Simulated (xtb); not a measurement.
C₂H₅Cl₂Si, doublet, from a rough starting geometry; xtb with GFN2-xTB.

Input for xtb:
```
$ xtb mol.xyz --gfn 2 --uhf 1 --opt vtight --json

# file mol.xyz
10

C     -1.63987926    -0.66665507    -0.44850975
Si    -0.20346587     0.55558338     0.10425418
C      1.47626533    -0.22088849     0.22099355
Cl    -0.78004040     1.31776066     1.93815891
Cl    -0.19288920     2.11787535    -1.21186361
H     -1.66546130    -1.01223632    -1.42901103
H     -2.41189217    -0.97177579     0.21528023
H      1.61964841    -0.73042740     1.21198793
H      2.18368056     0.57200809     0.20962233
H      1.57832713    -0.95874081    -0.59456642
```

What the program printed (banner, timings and long lists left out):

```
   ID    Z sym.   atoms
    1    6 C      1, 3
    2   14 Si     2
    3   17 Cl     4, 5
    4    1 H      6-10

           -------------------------------------------------
          |                Calculation Setup                |
           -------------------------------------------------

           -------------------------------------------------
          |                 G F N 2 - x T B                 |
           -------------------------------------------------

          ...................................................
          :                      SETUP                      :
          :.................................................:
          :  # basis functions                  43          :
          :  # atomic orbitals                  40          :
          :  # shells                           18          :
          :  # electrons                        31          :
          :  max. iterations                   250          :
          :  Hamiltonian                  GFN2-xTB          :
          :  restarted?                      false          :
          :  GBSA solvation                  false          :
          :  PC potential                    false          :
          :  electronic temp.          300.0000000     K    :
          :  accuracy                    1.0000000          :
          :  -> integral cutoff          0.2500000E+02      :
          :  -> integral neglect         0.1000000E-07      :
          :  -> SCF convergence          0.1000000E-05 Eh   :
          :  -> wf. convergence          0.1000000E-03 e    :
          :  Broyden damping             0.4000000          :
          :  net charge                          0          :
          :  unpaired electrons                  1          :
          ...................................................

 iter      E             dE          RMSdq      gap      omega  full diag
   1    -17.6612366 -0.176612E+02  0.571E+00    5.39       0.0  T
   2    -17.7378324 -0.765958E-01  0.303E+00    4.17       1.0  T
   3    -17.7408992 -0.306677E-02  0.189E+00    5.58       1.0  T
   4    -17.7679884 -0.270892E-01  0.679E-01    4.62       1.0  T
   5    -17.7697911 -0.180275E-02  0.381E-01    4.73       1.0  T
   6    -17.7701963 -0.405173E-03  0.118E-01    4.82       1.0  T
   7    -17.7702137 -0.174316E-04  0.451E-02    4.84       1.0  T
   8    -17.7702156 -0.186241E-05  0.185E-02    4.85       1.7  T
   9    -17.7702162 -0.572301E-06  0.846E-03    4.85       3.7  T
  10    -17.7702164 -0.183622E-06  0.576E-03    4.85       5.5  T
  11    -17.7702164 -0.611900E-07  0.261E-03    4.85      12.1  T
  12    -17.7702164 -0.437901E-08  0.213E-03    4.85      14.8  T
  13    -17.7702164 -0.178724E-07  0.112E-03    4.85      28.1  T
  14    -17.7702164  0.260214E-08  0.117E-03    4.85      27.1  T
  15    -17.7702164 -0.475958E-08  0.870E-04    4.85      36.3  T
  16    -17.7702165 -0.520249E-08  0.277E-04    4.85     114.3  T

   *** convergence criteria satisfied after 16 iterations ***

         :::::::::::::::::::::::::::::::::::::::::::::::::::::
         ::                     SUMMARY                     ::
         :::::::::::::::::::::::::::::::::::::::::::::::::::::
         :: total energy             -17.641918006280 Eh    ::
         :: gradient norm              0.094923672421 Eh/a0 ::
         :: HOMO-LUMO gap              4.846370196418 eV    ::
         ::.................................................::
         :: SCC energy               -17.770199938938 Eh    ::
         :: -> isotropic ES            0.029361399159 Eh    ::
         :: -> anisotropic ES         -0.000891153247 Eh    ::
         :: -> anisotropic XC          0.006522527891 Eh    ::
         :: -> dispersion             -0.007605064774 Eh    ::
         :: repulsion energy           0.128281932659 Eh    ::
         :: add. restraining           0.000000000000 Eh    ::
         :: total charge               0.000000000000 e     ::
[...]
 * total energy  :   -17.6528677 Eh     change       -0.1083837E-05 Eh
 * total energy  :   -17.6528681 Eh     change       -0.3948437E-06 Eh
 * total energy  :   -17.6528685 Eh     change       -0.3570374E-06 Eh
 * total energy  :   -17.6528689 Eh     change       -0.4726384E-06 Eh
 * total energy  :   -17.6528694 Eh     change       -0.4893581E-06 Eh
 * total energy  :   -17.6528701 Eh     change       -0.6712400E-06 Eh
 * total energy  :   -17.6528708 Eh     change       -0.7344336E-06 Eh
 * total energy  :   -17.6528715 Eh     change       -0.6120657E-06 Eh
 * total energy  :   -17.6528719 Eh     change       -0.4848788E-06 Eh
 * total energy  :   -17.6528723 Eh     change       -0.3773448E-06 Eh
 * total energy  :   -17.6528725 Eh     change       -0.1392440E-06 Eh
 * total energy  :   -17.6528725 Eh     change       -0.2249811E-07 Eh
   *** GEOMETRY OPTIMIZATION CONVERGED AFTER 30 ITERATIONS ***
         :: total energy             -17.652872478735 Eh    ::
[...]
        15        2.0000           -0.4191598             -11.4059
        16        1.0000           -0.3693166             -10.0496 (HOMO)
        17                         -0.1727143              -4.6998 (LUMO)
        18                         -0.1571337              -4.2758
        19                         -0.1350244              -3.6742
        20                         -0.0569003              -1.5483
        21                         -0.0151330              -0.4118
        22                         -0.0055188              -0.1502
        23                          0.0187627               0.5106
        24                          0.0219925               0.5984
        25                          0.0224447               0.6108
        26                          0.0225001               0.6123
        27                          0.0228156               0.6208
       ...                                ...                  ...
        40                          0.7337697              19.9669
      -------------------------------------------------------------
                  HL-Gap            0.1966022 Eh            5.3498 eV
             Fermi-level           -0.3326268 Eh           -9.0512 eV

     #   Z          covCN         q      C6AA      α(0)
     1   6 C        2.733    -0.167    32.304     9.305
     2  14 Si       3.361     0.535   110.001    20.864
     3   6 C        3.648    -0.194    24.694     7.140
     4  17 Cl       0.807    -0.240   106.634    15.797
     5  17 Cl       0.807    -0.240   106.633    15.797
     6   1 H        0.926     0.074     2.045     2.236
     7   1 H        0.926     0.074     2.045     2.236
     8   1 H        0.925     0.049     2.335     2.390
     9   1 H        0.925     0.060     2.202     2.320
    10   1 H        0.925     0.049     2.335     2.390

 Mol. C6AA /au·bohr⁶  :       2392.305171
 Mol. C8AA /au·bohr⁸  :      91807.622157
 Mol. α(0) /au        :         80.474305

Wiberg/Mayer (AO) data.
largest (>0.10) Wiberg bond orders for each atom

 ---------------------------------------------------------------------------
     #   Z sym  total        # sym  WBO       # sym  WBO       # sym  WBO
 ---------------------------------------------------------------------------
     1   6 C    3.255 --     2 Si   1.088     6 H    0.983     7 H    0.983
     2  14 Si   4.090 --     1 C    1.088     5 Cl   1.044     4 Cl   1.044
                             3 C    0.873
     3   6 C    3.988 --     8 H    0.987    10 H    0.987     9 H    0.976
                             2 Si   0.873
     4  17 Cl   1.202 --     2 Si   1.044
     5  17 Cl   1.202 --     2 Si   1.044
     6   1 H    0.995 --     1 C    0.983
     7   1 H    0.995 --     1 C    0.983
     8   1 H    0.998 --     3 C    0.987
     9   1 H    0.996 --     3 C    0.976
    10   1 H    0.998 --     3 C    0.987
 ---------------------------------------------------------------------------

Topologies differ in total number of bonds
Writing topology from bond orders to xtbtopo.mol

molecular dipole:
                 x           y           z       tot (Debye)
 q only:        0.092      -1.081      -0.193
   full:        0.155      -0.976      -0.160       2.546
molecular quadrupole (traceless):
                xx          xy          yy          xz          yz          zz
 q only:        4.596       2.089      -2.514       1.750       0.318      -2.083
  q+dip:        4.957       2.911      -2.087       2.162       0.748      -2.870
   full:        4.587       2.094      -1.952       1.871       0.556      -2.634

optimized geometry written to: xtbopt.xyz

           -------------------------------------------------
          | TOTAL ENERGY              -17.652872478735 Eh   |
          | GRADIENT NORM               0.000019903017 Eh/α |
          | HOMO-LUMO GAP               5.349818985464 eV   |
           -------------------------------------------------
```
